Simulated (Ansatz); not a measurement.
Reaction (atomization): `NB[Se][SiH3]` → B• + 6 H• + N• + Se• + Si•

Gas-phase electronic energies from Ansatz, PBE0-D4/def2-TZVP geometries. CBS: MP2 limit from def2 TZ/QZ plus the TZ coupled-cluster correction, frozen cores. This one scheme is used for every species, atoms too. DFT in def2-TZVPP. B3LYP here is the variant with VWN-RPA as its local correlation; programs differ in this. No spin–orbit coupling; open shells (•) take unrestricted orbitals. Spin–orbit coupling would lower the free atoms: a little for B, Si; clearly for Se. Bonds to Se are less sure, by a few kJ/mol each and by 10 to 20 or more in all where they break to atoms, as the def2 sets lack core-valence functions. Scalar relativity is left out up to krypton. Each species was taken in one conformer, which may not be the lowest.

(1) What is ΔE at CCSD(T)/CBS? (Best estimate.)

(2) What do these levels give: PBE-D4, ωB97X-V, B2PLYP, PBE, PBE0, B3LYP, MP2/def2-TZVPP, SCS-MP2/def2-TZVPP, SCS-MP2/def2-QZVPP, HF/CBS(def2), MP2/CBS(def2), CCSD/CBS(def2)? (An estimate is asked.)

Largest T1 diagnostic among the species: 0.014.

Results:

(1) Ansatz gave: +792.3 kcal/mol.

(2) The calculation gave: PBE-D4 799.7, ωB97X-V 796.5, B2PLYP 783.1, PBE 794.3, PBE0 785.5, B3LYP 785.8, MP2/def2-TZVPP 775.3, SCS-MP2/def2-TZVPP 777.8, SCS-MP2/def2-QZVPP 792.9, HF/CBS(def2) 581.5, MP2/CBS(def2) 798.0, CCSD/CBS(def2) 781.5 kcal/mol.

From PBE to PBE0 (25 % exact exchange), in def2-TZVPP and without D4, ΔE moves by −8.8 kcal/mol: exact exchange takes away binding that semilocal exchange gives to molecules. The D4 term adds +8.9 kcal/mol with B3LYP and +4.6 kcal/mol with PBE0; it sums over pairs of atoms, weighted by their polarisabilities, and B3LYP, whose exchange is more repulsive, gets the larger term.

For atomizations the MP2-based limit and the directly extrapolated one differ by several kJ/mol either way, and by 10 to 25 for some Ge, Se and Sn compounds, so smaller differences from it don't rank the levels.
